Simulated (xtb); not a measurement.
C4H8O, charge +1, doublet, geometry from GFN2-xTB (a state made from the parent by changing its charge; the spin is typed, not shown lowest); GFN2-xTB with ALPB(dmf) run with xtb.

Input for xtb:
```
$ xtb mol.xyz --gfn 2 --chrg 1 --uhf 1 --alpb dmf --json

# file mol.xyz
13

C     -0.17354329     1.24415491    -0.15933187
C      1.06367530     0.54031798     0.42435446
C      0.81255235    -0.91608096     0.05424793
O     -0.53703760    -1.07661452    -0.15989436
C     -1.20717736     0.12496501    -0.17174122
H     -0.48637784     2.10354056     0.42796667
H      0.01051107     1.58739492    -1.18036552
H      1.99710065     0.92504830     0.02182691
H      1.10209841     0.64308487     1.51162721
H      1.14579578    -1.66731876     0.79117889
H      1.34548015    -1.21940674    -0.87276493
H     -1.87761105     0.15262882     0.71433145
H     -1.91373835     0.12780251    -1.01982151
```

Task: Write the output that xtb gives for this input, abridged.

Result: 
```
   ID    Z sym.   atoms
    1    6 C      1-3, 5
    2    8 O      4
    3    1 H      6-13

           -------------------------------------------------
          |                Calculation Setup                |
           -------------------------------------------------

           -------------------------------------------------
          |                 G F N 2 - x T B                 |
           -------------------------------------------------

      * Solvation model:               ALPB
        Solvent                        dmf
        Parameter file                 internal GFN2-xTB/ALPB
        Dielectric constant                3.7000E+01
        Reference state                gsolv [1 M gas/solution]
        Free energy shift                  6.0086E-03 Eh       3.7705E+00 kcal/mol
        Temperature                        2.9815E+02 K
        Density                            9.5000E-01 kg/L
        Solvent mass                       7.3100E+01 g/mol
        Interaction kernel             P16
        Born radius scaling (c1)           1.8540E+00
        Born radii integrator          GBOBC
        Born offset                        0.0000E+00 a0       0.0000E+00 AA
        H-bond correction              true
        Ion screening                  false
        Surface tension                    1.0000E-05 Eh       1.5569E+01 dyn/cm
        Grid points                               230 per atom

          ...................................................
          :                      SETUP                      :
          :.................................................:
          :  # basis functions                  28          :
          :  # atomic orbitals                  28          :
          :  # shells                           18          :
          :  # electrons                        29          :
          :  max. iterations                   250          :
          :  Hamiltonian                  GFN2-xTB          :
          :  restarted?                      false          :
          :  GBSA solvation                   true          :
          :  PC potential                    false          :
          :  electronic temp.          300.0000000     K    :
          :  accuracy                    1.0000000          :
          :  -> integral cutoff          0.2500000E+02      :
          :  -> integral neglect         0.1000000E-07      :
          :  -> SCF convergence          0.1000000E-05 Eh   :
          :  -> wf. convergence          0.1000000E-03 e    :
          :  Broyden damping             0.4000000          :
          :  net charge                          1          :
          :  unpaired electrons                  1          :
          ...................................................

 iter      E             dE          RMSdq      gap      omega  full diag
   1    -16.4636228 -0.164636E+02  0.324E+00   11.60       0.0  T
   2    -16.4734471 -0.982430E-02  0.204E+00   11.68       1.0  T
   3    -16.4737175 -0.270374E-03  0.458E-01   11.75       1.0  T
   4    -16.4743200 -0.602484E-03  0.119E-01   11.77       1.0  T
   5    -16.4743338 -0.137799E-04  0.529E-02   11.78       1.0  T
   6    -16.4743350 -0.126772E-05  0.764E-03   11.78       3.6  T
   7    -16.4743353 -0.295767E-06  0.311E-03   11.78       8.9  T
   8    -16.4743353  0.248846E-07  0.179E-03   11.78      15.5  T
   9    -16.4743353 -0.334842E-07  0.350E-04   11.78      79.1  T
  10    -16.4743353 -0.857685E-09  0.975E-05   11.78     284.4  T

   *** convergence criteria satisfied after 10 iterations ***

         :::::::::::::::::::::::::::::::::::::::::::::::::::::
         ::                     SUMMARY                     ::
         :::::::::::::::::::::::::::::::::::::::::::::::::::::
         :: total energy             -16.288126700895 Eh    ::
         :: total w/o Gsasa/hb       -16.276373935806 Eh    ::
         :: gradient norm              0.002745898507 Eh/a0 ::
[...]
        20                          0.0679947               1.8502
        21                          0.0818760               2.2280
        22                          0.1040392               2.8311
        23                          0.1148701               3.1258
        24                          0.1810834               4.9275
        25                          0.1893228               5.1517
        26                          0.2014935               5.4829
       ...                                ...                  ...
        28                          0.2718875               7.3984
      -------------------------------------------------------------
                  HL-Gap            0.4328126 Eh           11.7774 eV
             Fermi-level           -0.3531865 Eh           -9.6107 eV

     #   Z          covCN         q      C6AA      α(0)
     1   6 C        3.820    -0.089    22.187     6.703
     2   6 C        3.820    -0.089    22.187     6.703
     3   6 C        3.757     0.039    19.966     6.371
     4   8 O        1.708    -0.104    15.887     5.382
     5   6 C        3.757     0.039    19.966     6.371
     6   1 H        0.925     0.106     1.731     2.058
     7   1 H        0.924     0.107     1.723     2.053
     8   1 H        0.925     0.106     1.731     2.057
     9   1 H        0.924     0.107     1.723     2.053
    10   1 H        0.923     0.184     1.183     1.701
    11   1 H        0.921     0.205     1.074     1.621
    12   1 H        0.921     0.205     1.074     1.621
    13   1 H        0.923     0.184     1.183     1.701

 Mol. C6AA /au·bohr⁶  :       1010.254858
 Mol. C8AA /au·bohr⁸  :      22328.965701
 Mol. α(0) /au        :         46.393684

Wiberg/Mayer (AO) data.
largest (>0.10) Wiberg bond orders for each atom

 ---------------------------------------------------------------------------
     #   Z sym  total        # sym  WBO       # sym  WBO       # sym  WBO
 ---------------------------------------------------------------------------
     1   6 C    3.980 --     5 C    1.008     2 C    1.001     6 H    0.963
                             7 H    0.946
     2   6 C    3.980 --     3 C    1.008     1 C    1.001     8 H    0.963
                             9 H    0.946
     3   6 C    3.905 --     4 O    1.095     2 C    1.008    10 H    0.864
                            11 H    0.818
     4   8 O    2.420 --     3 C    1.095     5 C    1.095
     5   6 C    3.905 --     4 O    1.095     1 C    1.008    13 H    0.864
                            12 H    0.818
     6   1 H    0.989 --     1 C    0.963
     7   1 H    0.988 --     1 C    0.946
     8   1 H    0.989 --     2 C    0.963
     9   1 H    0.988 --     2 C    0.946
    10   1 H    0.962 --     3 C    0.864
    11   1 H    0.947 --     3 C    0.818
    12   1 H    0.947 --     5 C    0.818
    13   1 H    0.962 --     5 C    0.864
 ---------------------------------------------------------------------------

Topologies differ in total number of bonds
Writing topology from bond orders to xtbtopo.mol

molecular dipole:
                 x           y           z       tot (Debye)
 q only:       -0.020      -0.040      -0.006
   full:       -0.053      -0.107      -0.016       0.306
molecular quadrupole (traceless):
                xx          xy          yy          xz          yz          zz
 q only:        4.760      -4.038      -1.078       0.687      -0.260      -3.682
  q+dip:        3.653      -4.056      -2.470      -0.241      -0.379      -1.183
   full:        4.148      -4.230      -2.145       0.071      -0.378      -2.002

           -------------------------------------------------
          | TOTAL ENERGY              -16.288126700895 Eh   |
          | GRADIENT NORM               0.002745898507 Eh/α |
          | HOMO-LUMO GAP              11.777430262340 eV   |
           -------------------------------------------------

normal termination of xtb
```
